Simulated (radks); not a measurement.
Results of a calculation; reference values are marked as such.
Species: neutral strontium. Configuration: [Kr] 5s2. Code: a radial shooting solver on a logarithmic mesh with Libxc functionals. Model: scalar-relativistic Kohn-Sham, Slater X-alpha with alpha = 0.575, spin-unpolarised, spherical densities, finite nucleus; Fermi nuclear charge, rms radius 4.224 fm.

X-ray form factor f0, the Fourier transform of the density (f0(0) = 38):

sin(theta)/lambda (1/angstrom),f0 (electrons)
0.05,36.787
0.1,34.421
0.15,32.097
0.2,29.884
0.25,27.752
0.3,25.771
0.4,22.433
0.5,19.806
0.6,17.587
0.8,13.769
1,10.741
1.25,8.206
1.5,6.756
2,5.304
